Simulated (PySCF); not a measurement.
# Heteronuclear NMR

Geometry:
```
atom   x (Å)   y (Å)   z (Å)
  C1   3.678   0.449  -0.820
  C2   2.937  -0.882  -0.967
  C3   1.613  -0.813  -0.382
  C4   0.516  -0.733   0.113
 Si5  -1.169  -0.629   0.848
  C6  -1.922   1.123   1.019
  C7  -3.109   0.733   0.114
  C8  -2.631  -0.645  -0.387
  H9   3.131   1.244  -1.321
 H10   4.670   0.376  -1.260
 H11   3.779   0.712   0.230
 H12   2.842  -1.141  -2.025
 H13   3.500  -1.678  -0.471
 H14  -1.275  -1.513   2.015
 H15  -2.221   1.452   2.012
 H16  -1.316   1.917   0.585
 H17  -4.029   0.644   0.691
 H18  -3.287   1.445  -0.691
 H19  -3.377  -1.430  -0.283
 H20  -2.334  -0.620  -1.434
```

[PySCF: GFN2-xTB geometry; σ from GIAO-PBE0/pcSseg-1; no relativistic terms; one conformer; no solvent; equivalent nuclei averaged]

Q: Predict the $^{29}$Si NMR data.

A: 
```json
{"atoms": "Si5", "environment": "silicon bonded to 3 C, H, in a 4-membered ring", "σ (ppm)": "384.3", "δ (ppm)": "-35.9"}
```

Shieldings were converted by a linear fit to measured shifts: $^{29}$Si (scatter 8.9 ppm rms, 25.8 ppm with the 6 outliers that the fit left out vs TMS, solution or neat liquid). Occasional misses reach two or three times the rms, and more in compound classes unlike the fitted ones.

On a 600 MHz spectrometer $^{29}$Si resonates near 119.2 MHz, so 1 ppm is 119.2 Hz.
